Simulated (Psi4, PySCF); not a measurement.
Two rigid molecules brought together: H2 ··· H2 (SMILES [H][H] and [H][H]). Monomers: optimised at B3LYP-D3(BJ) (def2-TZVP), held rigid. Orientation: lowest of the rigid-body minima from ten starts at GFN2-xTB. The monomers approach along the line of their centres of mass (distance R); nothing else relaxes.

Computed with: RKS-B3LYP/6-31G* = restricted B3LYP/6-31G*, spherical d, no counterpoise correction run with PySCF; MP2/aug-cc-pVTZ = Psi4 with DF-MP2/aug-cc-pVTZ, frozen core, counterpoise-corrected; PBE0/def2-TZVP, counterpoise-corrected (Psi4); CCSD(T)/aug-cc-pVDZ = Psi4 with DF-CCSD(T)/aug-cc-pVDZ, frozen core, counterpoise-corrected.

Interaction energies in kJ/mol:

| R / Å | RKS-B3LYP/6-31G* | MP2/aug-cc-pVTZ | PBE0/def2-TZVP |
|---|---|---|---|
| 2.62 | 3.13 | 2.51 | 2.03 |
| 2.84 | 1.30 | 0.67 | 0.42 |
| 3.07 | 0.53 | -0.07 | -0.21 |
| 3.26 | 0.27 | -0.28 | -0.38 |
| 3.42 | 0.17 | -0.33 | -0.41 |
| 3.69 | 0.10 | -0.30 | -0.35 |
| 3.98 | 0.06 | -0.22 | -0.24 |
| 4.24 | 0.04 | -0.17 | -0.17 |
| 4.73 | 0.02 | -0.09 | -0.07 |
| 5.46 | 0.00 | -0.04 | -0.02 |
| 6.46 | 0.00 | -0.02 | -0.01 |
| 7.78 | 0.00 | -0.01 | 0.00 |

Predict the corresponding CCSD(T)/aug-cc-pVDZ column.

2.62: 2.98; 2.84: 0.94; 3.07: 0.06; 3.26: -0.21; 3.42: -0.28; 3.69: -0.27; 3.98: -0.21; 4.24: -0.16; 4.73: -0.09; 5.46: -0.04; 6.46: -0.01; 7.78: 0.00 (kJ/mol).
